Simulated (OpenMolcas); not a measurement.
## Sn3+: CASPT2 settings compared

```yaml
Program: OpenMolcas 26.06
Basis: ANO-R1 [6s5p3d1f]
Scalar_Hamiltonian: X2C, finite nucleus
Active_space: 1 electron in 8 orbitals (5s 5p 6s 6p)
State_averaging: 2S+1 = 2 even, 1 root; 2S+1 = 2 odd, 3 roots
Spin-orbit_coupling: state interaction with AMFI integrals over the reference wave functions, term energies averaged over their components
```

Methods on the same reference wave functions:
A. CASSCF
B. SS-CASPT2, IPEA 0.15 Eh, imaginary shift 0.05 Eh (closed shells correlated: 4s 4p 4d)
C. SS-CASPT2, IPEA 0.6 Eh, no level shift (closed shells correlated: 4d)
D. XMS-CASPT2, IPEA 0.5 Eh, imaginary shift 0.5 Eh (closed shells correlated: 4d)

Energies in cm-1 above 5s 2S 1/2, the measured ground level; measured values from Moore, Atomic Energy Levels, vol. III, NSRDS-NBS 35 (1971 reprint of NBS Circular 467, 1958).

```tsv
Level	A	B	C	D	Measured
5s 2S 1/2	0.0	0.0	0.0	0.0	0.0
5p 2P* 1/2	65778	67362	66982	66591	69564
5p 2P* 3/2	72091	73675	73295	72904	76072
```

Deviations, from unrounded energies. A percentage is the sum of absolute deviations over the sum of measured energies, with the sign that they share, or ± where signs differ.

```csv
Against measurement,Levels,A,B,C,D
mean absolute deviation (cm-1),2,3900,2300,2700,3100
other configurations (%),2,-5.3,-3.2,-3.7,-4.2
```

B lies closest to measurement on these levels and A furthest from it. The largest miss of B in the table is 5p 2P* 3/2, by -2400 cm-1. The ranking rests on the paired levels alone, and a cruder setting can come out closer through cancelling errors.

Among B to D the level of the table that moves most is 5p 2P* 1/2, by 770 cm-1 (lowest in D, highest in B).

The lowest spin-free term lies below A's lowest term by 0.374 hartree in B, 0.297 hartree in C, 0.297 hartree in D.

With one active electron outside closed inactive shells, the extra shells (6p 6s) add no correlation to the reference. The basis is small and was not contracted for so high a charge. With one active electron the reference holds no correlation, so core polarisation is missing (holds for A). With one active electron, CASPT2 adds the correlation within the correlated inactive shells and between them and that electron, and leaves the splitting within a term as the reference gives it (holds for B; C; D). Measured partners are found by configuration, term and J. A level has none where our copy of the source lacks it or the pairing is in doubt (some pairs that miss far off the trend of their configuration count as doubtful), and it then counts in no deviation. Levels of configurations outside the active space are missing.

* marks odd parity.
